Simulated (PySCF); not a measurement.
C2H2Cl3F3Si.
SMILES: `FC(F)(F)[SiH2]C(Cl)(Cl)Cl`

Computed, not measured: PySCF 2.14.0, density-fitted response routines, TDDFT wB97X-D/def2-SVPD, vertical, gas phase, core orbitals frozen in the response. Geometry: GFN2-xTB; no solvent, vibrations or thermal averaging. Torsions of this conformer, `[F:1][C:2]([F:3])([F:4])[SiH2:5][C:6]([Cl:7])([Cl:8])[Cl:9]`: F1–C2–Si5–C6 180°, C2–Si5–C6–Cl7 -61°.

Task: Predict the UV-vis stick spectrum at this level.

Result: 

```json
{"state": "S1", "E (eV)": "6.42", "E (hartree)": "0.2358", "f": "0.011", "symmetry": "A′", "main configurations (H = HOMO, L = LUMO)": "H→L (90%)"}
{"state": "S2", "E (eV)": "6.52", "E (hartree)": "0.2397", "f": "0.0000", "symmetry": "–", "main configurations (H = HOMO, L = LUMO)": "H-1→L (88%)"}
{"state": "S3", "E (eV)": "6.84", "E (hartree)": "0.2514", "f": "0.0004", "symmetry": "–", "main configurations (H = HOMO, L = LUMO)": "H-2→L (56%), H→L+2 (30%)"}
{"state": "S4", "E (eV)": "6.85", "E (hartree)": "0.2516", "f": "0.0001", "symmetry": "–", "main configurations (H = HOMO, L = LUMO)": "H-3→L (48%), H→L+1 (35%)"}
{"state": "S5", "E (eV)": "7.25", "E (hartree)": "0.2663", "f": "0.012", "symmetry": "A″", "main configurations (H = HOMO, L = LUMO)": "H-1→L+1 (65%), H-5→L (11%)"}
{"state": "S6", "E (eV)": "7.29", "E (hartree)": "0.2680", "f": "0.017", "symmetry": "A′", "main configurations (H = HOMO, L = LUMO)": "H-1→L+2 (57%), H-6→L (11%)"}
{"state": "S7", "E (eV)": "7.48", "E (hartree)": "0.2751", "f": "0.040", "symmetry": "A′", "main configurations (H = HOMO, L = LUMO)": "H→L+1 (46%), H-3→L (36%)"}
{"state": "S8", "E (eV)": "7.53", "E (hartree)": "0.2766", "f": "0.032", "symmetry": "A″", "main configurations (H = HOMO, L = LUMO)": "H→L+2 (54%), H-2→L (33%)"}
```

Triplets (Tamm–Dancoff): T1 5.87 eV, H→L (83%); T2 5.95 eV, H-1→L (78%); T3 6.14 eV, H-2→L (50%), H→L+2 (28%).

The lowest singlet lies at 6.42 eV (193 nm, vacuum ultraviolet) and is weak; its leading configuration is HOMO→LUMO (90%). The strongest level in the table is S7 at 7.48 eV (166 nm, f = 0.040). S3/S4 lie within about 0.01 eV of each other. Löwdin shares by element: HOMO chlorine 63%, carbon 20% or more (atoms not listed hold the other 18%); LUMO chlorine 63%, carbon 20% or more (atoms not listed hold the other 16%). The oscillator strengths of these states sum to 0.112; summed over the whole spectrum of an exact calculation they would give the number of electrons, 106 (Thomas–Reiche–Kuhn). Weighted by f, the mean energy of these states is 7.34 eV. The listed states span 1.11 eV, and the widest gap between neighbours is 0.40 eV (S4 to S5). No computed singlet lies in the visible range (380 to 750 nm); the lowest, at 193 nm, stands 3.15 eV above its violet end (3.26 eV). Symmetry labels in Cs follow from the direction of the transition dipole and are given only for states with f of 0.002 or more. The window holds the lowest 8 singlets.

On one thread of an Arm Neoverse N1, no GPU (shared host), this took 1.9 min and 0.99 GiB of memory at its peak.
